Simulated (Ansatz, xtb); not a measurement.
Two isomers of BFH6O2Si2

We compare a, `FB(O[SiH3])O[SiH3]`, a singlet, with b, `FBO[SiH2]O[SiH3]`, a singlet. Both are isolated molecules in the gas phase, relaxed with PBE0-D4/def2-SVP; the shapes shown needn't be the lowest conformers.

a (Å):

```xyz
12

B     1.7812    1.2801   -2.6969
F     2.5066    1.8041   -3.6785
O     0.6708    0.5891   -3.0434
O     2.2108    1.4799   -1.4295
Si   -0.5800   -0.3133   -2.4155
Si    1.8240    1.1859    0.1632
H    -1.6780    0.5916   -1.9724
H    -0.0965   -1.1169   -1.2522
H    -1.0642   -1.2220   -3.4881
H     0.3429    1.2511    0.3502
H     2.4817    2.2333    0.9886
H     2.3154   -0.1647    0.5571
```

b (Å):

```json
{"atom": "B", "x (Å)": "1.6536", "y (Å)": "0.0412", "z (Å)": "-3.8863"}
{"atom": "F", "x (Å)": "1.1958", "y (Å)": "-1.0650", "z (Å)": "-4.4680"}
{"atom": "O", "x (Å)": "1.2615", "y (Å)": "0.3509", "z (Å)": "-2.6407"}
{"atom": "O", "x (Å)": "0.1765", "y (Å)": "0.7204", "z (Å)": "-0.2361"}
{"atom": "Si", "x (Å)": "0.2461", "y (Å)": "-0.3341", "z (Å)": "-1.4897"}
{"atom": "Si", "x (Å)": "0.8893", "y (Å)": "2.0435", "z (Å)": "0.4796"}
{"atom": "H", "x (Å)": "2.4172", "y (Å)": "0.7474", "z (Å)": "-4.4953"}
{"atom": "H", "x (Å)": "0.8361", "y (Å)": "-1.6230", "z (Å)": "-1.0439"}
{"atom": "H", "x (Å)": "-1.1108", "y (Å)": "-0.5044", "z (Å)": "-2.0668"}
{"atom": "H", "x (Å)": "0.1835", "y (Å)": "2.2953", "z (Å)": "1.7663"}
{"atom": "H", "x (Å)": "0.7642", "y (Å)": "3.2381", "z (Å)": "-0.4051"}
{"atom": "H", "x (Å)": "2.3334", "y (Å)": "1.7724", "z (Å)": "0.7447"}
```

Problem. Which of the two would you expect CCSD(T)/def2-SVP + ΔMP2/def2-TZVPP electronic energies to favour?

Solution. CCSD(T)/def2-SVP + ΔMP2/def2-TZVPP gives E(b) − E(a) = −0.070 eV, favouring structure b, but this leans on the basis-set step: CCSD(T) alone gives +0.149 eV.

The same difference at several levels:

| level | geometry | E(b) − E(a) (eV) | departure from the last row (eV) | job, with rough time for the two |
| --- | --- | --- | --- | --- |
| PBE0-D4/def2-SVP | PBE0-D4/def2-SVP | +0.230 | +0.300 | optimisation, 5.4 min |
| HF/def2-SVP | PBE0-D4/def2-SVP | +0.124 | +0.194 | part of the CCSD(T) run |
| MP2/def2-SVP | PBE0-D4/def2-SVP | +0.111 | +0.181 | part of the CCSD(T) run |
| CCSD(T)/def2-SVP | PBE0-D4/def2-SVP | +0.149 | +0.219 | single point |
| CCSD(T)/def2-SVP + ΔMP2/def2-TZVPP | PBE0-D4/def2-SVP | −0.070 |  | single point, 66 s |

As drawn, b has 1 O–Si, 1 B–H in place of 1 B–O, 1 Si–H.

PBE0-D4/def2-SVP, HF/def2-SVP, MP2/def2-SVP, CCSD(T)/def2-SVP put the two in the other order. The largest departure from CCSD(T)/def2-SVP + ΔMP2/def2-TZVPP is that of PBE0-D4/def2-SVP, 0.300 eV. A small imaginary or near-zero mode remains, so no thermal terms are given. Levels run at GFN2-xTB geometries aren't shown. The last row adds to CCSD(T) the change of the MP2 difference between the two basis sets, here −0.219 eV, a large step that makes the value less sure.

The correlated steps freeze 14 core orbitals. Run with Ansatz 0.2.0, xtb 6.7.1; the last row on 2 threads of Arm Neoverse V2 on a shared host.
